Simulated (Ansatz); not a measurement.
F$_{4}$Sn, charge -1, doublet, geometry from GFN2-xTB (such geometries of metal compounds can be far from the true shape) (a state made from the parent by changing its charge; the spin is typed, not shown lowest) (all electrons, no relativity) (a gas-phase anion, which may not be bound at this level). Base run: Ansatz (an electronic-structure program) with PBE0/STO-3G.

The Ansatz input:
Ansatz 0.2 input:
```yaml
crystal:
  periodic: [false, false, false]
  atoms:
    - {symbol: F, position_ang: [-1.14349714, -1.78303274, -0.87539354]}
    - {symbol: Sn, position_ang: [0.00000000, 0.00000000, 0.00000000]}
    - {symbol: F, position_ang: [-1.36890091, 1.83770533, 0.04532888]}
    - {symbol: F, position_ang: [0.67888066, -0.49971285, 2.13131729]}
    - {symbol: F, position_ang: [1.83351739, 0.44504026, -1.30125264]}
basis:
  gaussian:
    orbitals: STO-3G
hamiltonian:
  xc: pbe0
total_charge: -1
magnetization: {spin_polarized: true, initial_magnetization: 1}
```

The bond that is stretched is that between atoms 1 and 2. A test that says stable can miss a lower solution.

Each row names what was changed in the base input (with any setting that the change needs).

| change | ΔE vs base (mEh) | <S^2> | stability test says |
|---|---|---|---|
| base | 0.000 | 0.813 | minimum |
| spin_polarized = on; lower_state_search = off | 0.000 | 0.813 | undecided (no full test) |
| spin_polarized = on; lower_state_search = standard | 0.000 | 0.813 | minimum |
| bond × 1.25 | 40.209 | 0.805 | minimum |
| spin_polarized = on; lower_state_search = off; bond × 1.25 | 40.209 | 0.805 | undecided (no full test) |
| spin_polarized = on; lower_state_search = standard; bond × 1.25 | 40.209 | 0.805 | minimum |
| bond × 1.5 | 58.618 | 0.759 | minimum |
| spin_polarized = on; lower_state_search = off; bond × 1.5 | 58.618 | 0.759 | undecided (no full test) |
| spin_polarized = on; lower_state_search = standard; bond × 1.5 | 58.618 | 0.759 | minimum |
| bond × 1.8 | 66.261 | 0.752 | minimum |
| spin_polarized = on; lower_state_search = off; bond × 1.8 | 66.261 | 0.752 | undecided (no full test) |
| spin_polarized = on; lower_state_search = standard; bond × 1.8 | 66.261 | 0.752 | minimum |
| bond × 2.2 | 66.940 | 0.751 | minimum |
| spin_polarized = on; lower_state_search = off; bond × 2.2 | 66.940 | 0.751 | undecided (no full test) |
| spin_polarized = on; lower_state_search = standard; bond × 2.2 | 66.940 | 0.751 | minimum |
| bond × 3.0 | 65.060 | 0.751 | minimum |
| spin_polarized = on; lower_state_search = off; bond × 3.0 | 65.060 | 0.751 | undecided (no full test) |
| spin_polarized = on; lower_state_search = standard; bond × 3.0 | 65.060 | 0.751 | minimum |

A gas-phase anion may not be bound at this level; its values then depend on the basis.

On stretching, the SCF can end on different states; <S^2> shows the spin contamination of each.
